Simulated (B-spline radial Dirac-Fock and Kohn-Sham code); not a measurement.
## K-line shifts caused by a second vacancy in Nb⁺

System: niobium as Nb⁺, 1s2 2s2 2p6 3s2 3p6 3d10 4s2 4p6 4d3 5p1 (an excited configuration).

Input file task.json (cfg lists n, l and occupation; rrms is the nuclear radius in fm):

```json
{"items": [{
  "Z": 41,
  "q": 1,
  "cfg": [[1, 0, 2], [2, 0, 2], [2, 1, 6], [3, 0, 2], [3, 1, 6], [3, 2, 10], [4, 0, 2], [4, 1, 6], [4, 2, 3], [5, 1, 1]],
  "A": 93,
  "rrms": 4.324,
  "do": ["binding", "quiet", "double"]
}]}
```

Run with: `python xray_run.py task.json out`

Model: relaxed Dirac-Fock hole states (ΔSCF) with Breit and QED corrections and a finite nucleus. Program: a B-spline atomic structure program. Each two-hole energy is an average over J within one jj subconfiguration, not an observable level; in light atoms, where LS coupling holds, the j-resolved values are not observed lines, and for a K spectator the Kα1 hypersatellite is nearly forbidden. Correlation energy is missing from these numbers.

Lines without a spectator: Kα2 (K-L2) 16519.4 eV, Kα1 (K-L3) 16613.7 eV, Kβ3 (K-M2) 18603.9 eV, Kβ1 (K-M3) 18619.6 eV. Shifts in eV with one spectator hole (a dash: not computed, or left out as unreliable):

```
spectator hole     Kα2     Kα1     Kβ3     Kβ1
        K (1s)  +454.0  +463.4  +575.1  +577.0
    L2 (2p1/2)   +47.2   +58.7       –  +127.4
    L3 (2p3/2)   +49.3   +48.4  +117.3       –
    M2 (3p1/2)       –   +5.57  +13.12  +16.29
    M3 (3p3/2)   +4.45       –  +14.43  +13.85
    M4 (3d3/2)   +0.17   -1.76       –       –
    M5 (3d5/2)   -2.01   -0.69       –       –
```
